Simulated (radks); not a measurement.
Results of a calculation; reference values are marked as such.
Task: Excited configurations of C I: one electron is placed in a higher orbital outside [He] 2s2 2p1. The ground configuration is [He] 2s2 2p2. Code: a radial shooting solver on a logarithmic mesh with Libxc functionals. Model: scalar-relativistic Kohn-Sham, PBE, spin-unpolarised, spherical densities, finite nucleus; Fermi nuclear charge, rms radius 2.4702 fm. Excitation = E - E(ground); binding = E(ion) - E, where the ion is the core of charge +1; n* = 1/sqrt(2 binding) in atomic units, and the quantum defect is n - n*.

| outer orbital | excitation (eV) | binding (eV) | n* | quantum defect | eigenvalue (eV) | <r> (bohr) |
|---|---|---|---|---|---|---|
| 3s | 7.178 | 3.684 | 1.922 | 1.078 | -2.054 | 5.758 |
| 3d | 9.262 | 1.599 | 2.917 | 0.083 | -0.710 | 9.949 |
| 4d | 9.850 | 1.011 | 3.668 | 0.332 | -0.561 | 18.69 |
| 4f | 9.954 | 0.907 | 3.873 | 0.127 | -0.437 | 17.52 |
| 5s | 9.845 | 1.016 | 3.659 | 1.341 | -0.646 | 21.62 |
| 5d | 10.180 | 0.681 | 4.470 | 0.530 | -0.418 | 29.97 |
| 6s | 10.196 | 0.665 | 4.523 | 1.477 | -0.439 | 33.62 |
| 6p | 10.279 | 0.583 | 4.833 | 1.167 | -0.383 | 37.76 |
| 6d | 10.377 | 0.484 | 5.299 | 0.701 | -0.314 | 44.08 |
| 7d | 10.499 | 0.362 | 6.131 | 0.869 | -0.244 | 61.54 |

Estimate the row for 4s.

Result: excitation (eV) 9.114; binding (eV) 1.748; n* 2.790; quantum defect 1.210; eigenvalue (eV) -1.050; <r> (bohr) 12.36. The Delta-SCF ionisation energy is 10.861 eV (NIST Atomic Spectra Database: 11.260 eV, measured). Self-interaction in the functional shifts the binding energies and quantum defects, so they are the method's values and not measured ones. Spin polarisation and multiplet splitting are left out, so open shells lie too high by an amount that depends on their filling.

Beside tabulated values, note that spin-unpolarised runs miss the spin-polarisation part of the exchange energy of open shells.
